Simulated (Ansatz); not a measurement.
NiI2O2H4⁻, that is NiI2(H2O)2 with one electron more. Charge -1, multiplicity 2. Geometry PBE-D4/def2-SVP, that of the neutral triplet; atoms count from 1.

Cartesian coordinates in Å:
```
Ni -0.072 -0.064 -0.143
I 2.302 0.754 -0.549
I -1.621 -0.158 1.873
O 0.470 -2.027 -0.002
H 0.138 -2.317 0.877
H 1.450 -2.015 0.067
O -0.941 1.613 -0.917
H -0.208 2.261 -1.009
H -1.518 1.954 -0.198
```

In the def2 sets I takes a core potential; there is no spin–orbit coupling.

(1) Estimate the Mulliken populations from the PBE0/def2-TZVPD orbitals of Ansatz.

(2) Where does the spin sit?

(3) And the Mayer bond orders between heavy atoms (over 0.3)?

Answers

(1) 
```json
{"atom": "Ni1", "charge (e)": "0.11", "spin (α − β)": "0.92", "d electrons": "8.94"}
{"atom": "I2", "charge (e)": "-0.65", "spin (α − β)": "0.02", "d electrons": "–"}
{"atom": "I3", "charge (e)": "-0.65", "spin (α − β)": "0.02", "d electrons": "–"}
{"atom": "O4", "charge (e)": "-0.54", "spin (α − β)": "0.02", "d electrons": "–"}
{"atom": "H5", "charge (e)": "0.32", "spin (α − β)": "0.00", "d electrons": "–"}
{"atom": "H6", "charge (e)": "0.32", "spin (α − β)": "0.00", "d electrons": "–"}
{"atom": "O7", "charge (e)": "-0.54", "spin (α − β)": "0.02", "d electrons": "–"}
{"atom": "H8", "charge (e)": "0.32", "spin (α − β)": "0.00", "d electrons": "–"}
{"atom": "H9", "charge (e)": "0.32", "spin (α − β)": "0.00", "d electrons": "–"}
```
Mulliken values depend strongly on the basis. With diffuse functions, as here, like atoms can get unlike values, and bond orders can come out too low or too high.

(2) Summed by element: Ni 0.92, I 0.05, O 0.04, H 0.00, of 1 unpaired in all. Largest on single atoms: Ni1 0.92, I2 0.02, I3 0.02.

(3) Ni1–I2 0.64 (2.54 Å); Ni1–I3 0.64 (2.54 Å).
